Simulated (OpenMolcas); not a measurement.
**Computed levels of Cu6+**

```yaml
Program: OpenMolcas
Method: "SS-RASPT2, IPEA 0.25 Eh, imaginary shift 0.1 Eh (closed shells correlated: 3s)"
Basis: ANO-RCC-VQZP [7s6p4d3f2g1h]
Scalar_Hamiltonian: DKH2, point nucleus
Active_space: 11 electrons in 8 orbitals (RAS1 3p, at most 2 holes; RAS2 3d)
State_averaging: 2S+1 = 6 even, 1 root; 2S+1 = 4 even, 24 roots; 2S+1 = 2 even, 53 roots
Spin-orbit_coupling: RASSI with atomic mean-field integrals over the reference wave functions, term energies averaged over their components
```

With spin-orbit coupling, above the lowest level:

```tsv
Configuration	Term	J	E (eV)	Measured (eV)	g	Term weight %	Second
3d⁵	⁶S	5/2	0.0000	0.0000	2.001	100	
3d⁵	⁴G	5/2	5.892		0.574	99	
3d⁵	⁴G	7/2	5.908		0.985	99	
3d⁵	⁴G	11/2	5.912		1.273	100	
3d⁵	⁴G	9/2	5.917		1.172	100	
3d⁵	⁴P	5/2	6.498	6.2899	1.570	87	12 ⁴D
3d⁵	⁴P	3/2	6.533	6.3315	1.680	90	10 ⁴D
3d⁵	⁴P	1/2	6.575	6.3736	2.569	96	4 ⁴D
3d⁵	⁴D	7/2	7.115	6.9112	1.427	99	
3d⁵	⁴D	1/2	7.157	6.9691	0.098	96	4 ⁴P
3d⁵	⁴D	3/2	7.195	6.9962	1.251	90	10 ⁴P
3d⁵	⁴D	5/2	7.203	6.9961	1.396	88	11 ⁴P
3d⁵	²I	11/2	8.583	8.4008	0.926	98	2 ²H
3d⁵	²I	13/2	8.620	8.4207	1.077	100	
3d⁵	²D	5/2	9.081		1.083	63	33 ²F(1)
3d⁵	²D	3/2	9.257	8.9550	0.745	86	14 ⁴F
3d⁵	²F(1)	7/2	9.542	9.2254	1.146	89	8 ⁴F
3d⁵	⁴F	9/2	9.656	9.4142	1.321	94	5 ²G
3d⁵	⁴F	5/2	9.674	9.4252	1.003	82	16 ²F(1)
3d⁵	⁴F	7/2	9.690	9.4661	1.229	89	9 ²F(1)
3d⁵	⁴F	3/2	9.771	9.5326	0.458	86	14 ²D
3d⁵	²F(1)	5/2	9.874		1.002	49	34 ²D
3d⁵	²H	9/2	10.267	10.0076	0.965	75	23 ²G
3d⁵	²H	11/2	10.416	10.1611	1.088	98	2 ²I
3d⁵	²G	7/2	10.555	10.2591	0.896	97	
3d⁵	²G	9/2	10.681	10.4036	1.068	72	25 ²H
3d⁵	²F(2)	7/2	11.248	10.9453	1.145	98	
3d⁵	²F(2)	5/2	11.250		0.859	98
```

Against the 20 measured excited levels shown (the list in Gamrath, thesis, University of Mons (2023)) the mean absolute deviation is 1900 cm-1; the largest miss in energy is 3d⁵ ²F_7/2(1): computed 9.542, measured 9.2254 eV (+3.4 %).

Spin-orbit coupling puts the lowest level 0.0161 eV below the lowest spin-free term.

CASPT2 does not keep the components of a term degenerate, so their means are used; among the terms shown or strongly mixed into the levels shown the widest spread is 94 cm-1 (3d⁵ ⁴F). Some levels mix across a computed gap that differs much from the measured one, so their mixing is not that of the real levels. Active for correlation alone: 3p; no level in the range computed is led by a configuration that opens it, so any true level of that kind is missing. Measured partners are found by configuration, term and J. A level has none where our copy of the source lacks it or the pairing is in doubt (some pairs that miss far off the trend of their configuration count as doubtful), and it then counts in no deviation. Levels of configurations outside the active space are missing. The first state left out of the spin-orbit step lies near 120000 cm-1 above the lowest spin-free state of the reference (among the parities and spins computed), and the list stops at four fifths of that energy or lower.

The term weight is that of the spin-free term in the level, not the purity of its configuration. A number in round brackets counts repeated terms of one configuration in the order of the reference energies.
